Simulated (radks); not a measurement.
Values are calculated unless marked as measured or tabulated.
Q: The mean radii <r> (bohr) of the occupied orbitals of an atom or ion are listed with their occupations. Code: a radial shooting solver on a logarithmic mesh with Libxc functionals. Model: scalar-relativistic Kohn-Sham, PBE, spin-polarised, spherical densities, finite nucleus; Fermi nuclear charge, rms radius of each element as measured or else 0.836 A^(1/3) + 0.57 fm.

orbital  occ.      <r>
1s up       1  0.03344
1s down     1  0.03344
2s up       1   0.1457
2s down     1   0.1457
2p up       3   0.1270
2p down     3   0.1270
3s up       1   0.4027
3s down     1   0.4027
3p up       3   0.4030
3p down     3   0.4030
3d up       5   0.3842
3d down     5   0.3841
4s up       1    1.021
4s down     1    1.018
4p up       3    1.130
4p down     3    1.127
4d up       5    1.660
4d down     2    1.696
5p up       1    4.705

Name the element and its charge. Open shells, if any, are filled with parallel spins first.

A: Z = 44, ruthenium, charge 0: Ru in [Kr] 4d7 5p1. The 1s radius gives Z: for a bare nucleus <r> = (2 gamma + 1)/(2Z) with gamma = sqrt(1 - (Z/c)^2), 0.03289 bohr for Z = 44, and screening makes it slightly larger (0.03344 here). The occupations add up to 44, and the charge is Z minus that.
